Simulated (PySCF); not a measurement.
Polarisability and C₆ of N⁺ (nitrogen, charge +1)

[He] 2s2 2p2, high-spin 3P determinant. Calculation: PySCF 2.14, in aug-pcseg-3; the non-relativistic Hamiltonian (point nucleus). Coupled (time-dependent) response in atomic units; α is the mean over directions.

```csv
method,mean α (bohr³),"α xx, yy, zz",C₆ (like pair),S(−4)
UHF,3.923,"3.992, 3.888, 3.888",8.206,13.41
PBE,3.908,"3.918, 3.903, 3.903",8.457,10.41
PBE0,3.860,"3.889, 3.845, 3.845",8.279,10.47
LC-wPBE,3.871,"3.909, 3.853, 3.853",8.335,10.39
M06,3.803,"3.840, 3.785, 3.785",8.002,9.976
```

S(−4) is the Cauchy moment in α(ω) = α(0) + S(−4) ω² + …

α(iu) at PBE:

| u (hartree) | α(iu) (bohr³) |
| --- | --- |
| 0 | 3.908 |
| 0.0500 | 3.882 |
| 0.100 | 3.808 |
| 0.200 | 3.550 |
| 0.300 | 3.217 |
| 0.500 | 2.549 |
| 0.750 | 1.896 |
| 1.00 | 1.442 |
| 1.50 | 0.8967 |
| 2.00 | 0.6055 |
| 3.00 | 0.3264 |
| 5.00 | 0.1380 |

A single London oscillator, α(iu) = α/(1 + u²/ω²), gives C₆ = (3/4) ω α². Matching the computed C₆ needs ω = 4 × 8.457 / (3 × 3.908²) = 0.738 hartree.

For an ion, C₆ is the dispersion term alone; charge-induced terms of lower order in 1/R come first.

The components differ because the open shell of this determinant is not spherical; for a pure term their mean is the scalar polarisability.
